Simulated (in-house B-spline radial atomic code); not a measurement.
**As V (As4+): [Ar] 3d10 4s1**

Computed with a radial B-spline atomic code at the basis-set limit: non-relativistic TPSS, spin-polarised, spherical fractional occupations, point nucleus.

Screening seen three ways: the hydrogenic charge with the same mean radius, Z_r = [3n² - l(l+1)]/(2<r>), the one with the same energy, Z_e = n√(-2ε), and Slater's rules. Values are occupation-weighted means over spin.

```csv
shell,electrons,ε (eV),<r> (bohr),Z_r,Z_e,Slater
1s,2,-11609,0.04635,32.36,29.21,32.70
2s,2,-1501,0.2065,29.06,21.01,28.85
2p,6,-1346,0.1788,27.97,19.89,28.85
3s,2,-235.55,0.608,22.20,12.48,21.75
3p,6,-183.06,0.6205,20.15,11.00,21.75
3d,10,-91.377,0.6644,15.80,7.77,11.85
4s,1,-56.726,1.696,14.15,8.17,7.70
```

The least bound orbital is 4s up at -56.73 eV, and it is also the most diffuse (<r> = 1.696 bohr).
